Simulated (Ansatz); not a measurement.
`NB(O)F` + `CC1CO1` → `CB(O)F` + `NC1CO1`  (formal exchange of groups at a B–N bond)

Gas-phase electronic energies from Ansatz, PBE0-D4/def2-TZVP geometries. CCSD(T)/CBS is the MP2 limit (def2-TZVPP, def2-QZVPP) plus CCSD(T) − MP2 in def2-TZVPP, frozen cores. DFT in def2-TZVPP. B3LYP here is the variant with VWN-RPA as its local correlation; programs differ in this. HSE06 is defined as in plane-wave codes. One conformer a species, not always the lowest.

Problem. Is it downhill or uphill in electronic energy at CCSD(T)/CBS, and by how much? (An estimate is asked.)

Solution. Computed: Uphill: ΔE = +0.99 eV.

Problem. What do these levels give: revPBE-D4, B97M-V, PBE0-D4, r2SCAN0-D4, HSE06-D4, BHLYP-D4, B2PLYP, revPBE, r2SCAN, B3LYP, r2SCAN0, CCSD(T)/def2-TZVPP? (Best estimate.)

Solution. The calculation gave: revPBE-D4 0.89, B97M-V 0.95, PBE0-D4 0.95, r2SCAN0-D4 0.99, HSE06-D4 0.95, BHLYP-D4 1.02, B2PLYP 0.98, revPBE 0.87, r2SCAN 0.95, B3LYP 0.96, r2SCAN0 0.99, CCSD(T)/def2-TZVPP 0.98 eV.

Largest T1 diagnostic among the species: 0.012.

From BLYP to BHLYP (50 % exact exchange), in def2-TZVPP and without D4, ΔE moves by +0.11 eV. Leaving LDA and LC-ωPBE aside and taking each functional with its dispersion term where it has one, the values spread over 0.14 eV, from revPBE-D4 to BHLYP-D4. LDA lies +0.03 eV from PBE without D4. At CCSD(T), def2-SVP lies −0.04 eV from the extrapolated value and def2-TZVPP −0.02 eV.
